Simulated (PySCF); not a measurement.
SMILES [CH3][Ge]([CH3])([CH3])[SiH2][Si](Cl)(Cl)Cl (C₃H₁₁Cl₃GeSi₂), GFN2-xTB optimised geometry.

```
20

Si     2.37    -0.69     0.00
Cl     3.12     0.12     1.71
Cl     3.20    -2.53    -0.18
Cl     3.12     0.42    -1.53
Si     0.05    -0.69     0.00
Ge    -0.81     1.52     0.00
C     -0.17     2.52     1.60
C     -0.22     2.52    -1.62
C     -2.80     1.52     0.03
H     -0.41    -1.45     1.17
H     -0.42    -1.46    -1.16
H     -0.54     3.54     1.59
H      0.91     2.55     1.62
H     -0.51     2.05     2.51
H     -0.61     3.53    -1.60
H     -0.58     2.04    -2.52
H      0.86     2.57    -1.67
H     -3.20     1.03    -0.85
H     -3.18     1.00     0.91
H     -3.19     2.53     0.05
```

Density from CAM-B3LYP/def2-SVP (PySCF 2.14.0) at that geometry.

Minimum of the electron density along straight lines between bonded atoms, close to the bond critical point (lines longer than 1.1 times the sum of covalent radii, or with two minima, are not listed):

```tsv
bond	length / Å	ρ at the minimum / e bohr⁻³	∇²ρ there / e bohr⁻⁵	position (fraction from the first atom)
Si1–Cl2	2.034	0.097	0.30	0.37
Si1–Cl3	2.031	0.098	0.30	0.37
Si1–Cl4	2.035	0.097	0.30	0.37
Si1–Si5	2.326	0.094	___	0.66
Si5–Ge6	2.374	0.092	-0.12	0.50
Ge6–C7	1.988	0.122	0.04	0.47
Ge6–C8	1.988	0.122	0.04	0.47
Ge6–C9	1.992	0.121	0.04	0.47
Si5–H10	1.470	0.115	0.32	0.49
Si5–H11	1.470	0.115	0.32	0.49
C7–H12	1.087	0.273	-0.99	0.63
C7–H13	1.086	0.274	-1.00	0.63
C7–H14	1.086	0.273	-1.00	0.63
C8–H15	1.087	0.273	-0.99	0.63
C8–H16	1.086	0.273	-1.00	0.63
C8–H17	1.086	0.274	-1.01	0.63
C9–H18	1.086	0.274	-1.00	0.63
C9–H19	1.086	0.274	-1.00	0.63
C9–H20	1.087	0.273	-0.99	0.63
```

**Question.** Some entries are withheld; supply them.

**Answer.** 
- Si1–Si5, ∇²ρ there / e bohr⁻⁵: -0.01
